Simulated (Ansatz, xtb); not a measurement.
## CH7ClSi2: which of two conformers lies lower

We compare I, `[SiH3]C[SiH2]Cl`, a singlet, with II, `[SiH3]C[SiH2]Cl`, a singlet. Both are isolated molecules in the gas phase, relaxed with B3LYP-D3(BJ)/def2-SVP.

I (Å):

```csv
atom,x (Å),y (Å),z (Å)
C,-1.2600,-0.0015,-0.7005
Cl,-1.3733,-2.5890,1.2477
Si,-1.6302,0.9084,-2.3173
Si,-1.8796,-1.7650,-0.6014
H,-1.0114,0.1862,-3.4670
H,-1.0829,2.2948,-2.2689
H,-3.1035,0.9796,-2.5416
H,-0.1676,-0.0075,-0.5414
H,-1.7015,0.5697,0.1347
H,-3.3606,-1.8127,-0.7300
H,-1.2558,-2.6042,-1.6590
```

II (Å):

```tsv
atom	x (Å)	y (Å)	z (Å)
C	-0.2296	0.6529	-1.1890
Cl	0.3444	2.8317	-3.5039
Si	-2.0608	0.6545	-1.6747
Si	0.7079	2.2355	-1.5362
H	-2.7441	-0.5264	-1.0692
H	-2.7181	1.8953	-1.1699
H	-2.2088	0.5902	-3.1540
H	0.2706	-0.1849	-1.7045
H	-0.1508	0.4551	-0.1043
H	0.2413	3.3269	-0.6397
H	2.1768	2.0537	-1.3838
```

Question: Estimate which is lower in electronic energy at CCSD(T)/def2-SVP + ΔMP2/def2-TZVPP, and by roughly how much.

Answer: Too close to call at this level: CCSD(T)/def2-SVP + ΔMP2/def2-TZVPP gives E(II) − E(I) = +0.03 kcal/mol.

How the difference moves with the method:

```csv
level,geometry,E(II) − E(I) (kcal/mol),departure from the last row (kcal/mol),"job, with rough time for the two"
B3LYP-D3(BJ)/def2-SVP,B3LYP-D3(BJ)/def2-SVP,−0.42,−0.46,"optimisation, 46 s"
HF/def2-SVP,B3LYP-D3(BJ)/def2-SVP,+0.06,+0.02,part of the CCSD(T) run
MP2/def2-SVP,B3LYP-D3(BJ)/def2-SVP,−0.26,−0.30,part of the CCSD(T) run
CCSD(T)/def2-SVP,B3LYP-D3(BJ)/def2-SVP,−0.26,−0.29,single point
CCSD(T)/def2-SVP + ΔMP2/def2-TZVPP,B3LYP-D3(BJ)/def2-SVP,+0.03,,"single point, 20 s"
```

The largest departure from CCSD(T)/def2-SVP + ΔMP2/def2-TZVPP is that of B3LYP-D3(BJ)/def2-SVP, 0.46 kcal/mol. Levels run at GFN2-xTB geometries aren't shown. The last row adds to CCSD(T) the change of the MP2 difference between the two basis sets, here +0.29 kcal/mol.

With harmonic frequencies from B3LYP-D3(BJ)/def2-SVP (ideal gas, rigid rotor, one conformer each, 298.15 K, 1 atm): on the last row, ΔE + ΔZPE = +0.09 kcal/mol. A mode under 50 cm⁻¹ makes harmonic enthalpies and free energies unreliable, so none is given.

The correlated steps freeze 16 core orbitals. Codes used: Ansatz 0.2.0; the last row on 2 threads of Arm Neoverse V1 on a shared host.
